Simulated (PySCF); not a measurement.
C4H3ClSi. Atoms are numbered in the order given.

```xyz
9

Si     0.5626    -0.0055     0.0000
Cl    -0.2757    -1.9033     0.0000
C      0.0132     0.8902    -1.4926
C     -0.3396     1.4890    -2.4913
C      0.0132     0.8902     1.4926
C     -0.3396     1.4890     2.4913
H      2.0352    -0.1528     0.0000
H     -0.6540     2.0176    -3.3732
H     -0.6540     2.0176     3.3732
```

The structure is a stationary point at B3LYP-D3(BJ)/def2-SVP.

These are PBE/def2-TZVP (PySCF) values and carry that method's errors.

Symmetry labels are those of the subgroup Cs that the program uses (full group Cs).

Computed valence orbital energies around the gap with their symmetry:
| orbital | symmetry | energy (eV) |
|---|---|---|
| HOMO−7 | A' | -10.27 |
| HOMO−6 | A' | -9.81 |
| HOMO−5 | A" | -8.07 |
| HOMO−4 | A' | -7.88 |
| HOMO−3 | A' | -7.57 |
| HOMO−2 | A' | -7.40 |
| HOMO−1 | A" | -7.39 |
| HOMO | A" | -7.23 |
| LUMO | A' | -2.13 |
| LUMO+1 | A' | -1.66 |
| LUMO+2 | A" | -1.02 |
| LUMO+3 | A" | -0.70 |
